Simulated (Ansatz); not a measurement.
```xyz
11

C    -1.671    0.021    1.095
O    -0.265    0.218    0.892
C     0.345   -0.427   -0.032
Al    2.038    0.213   -0.940
Cl    0.248    0.797   -2.160
H    -1.955   -0.987    0.786
H    -2.200    0.765    0.499
H    -1.866    0.175    2.154
H    -0.253   -1.242   -0.467
H     2.850   -0.979   -1.603
H     2.729    1.446   -0.223
```

The species carries charge 0 and has multiplicity 1. The bonds changed during the relaxation, so this is another structure than the one it started from.

List the PBE/def2-TZVPP orbital energies in eV (Ansatz). (Best estimate.)

The calculation gave: Occupied: -2738.42, -1505.84, -513.29, -271.86, -271.39, -248.97, -189.62, -189.55, -189.50, -106.11, -68.16, -68.06, -67.98, -28.89, -19.90, -19.43, -16.16, -13.80, -12.91, -12.59, -10.57, -9.99, -9.40, -7.91, -7.75, -7.58, -6.81, -6.37. Lowest empty: -3.17, -0.25, -0.22, 0.35, 0.81, 1.24, 1.61, 1.77.
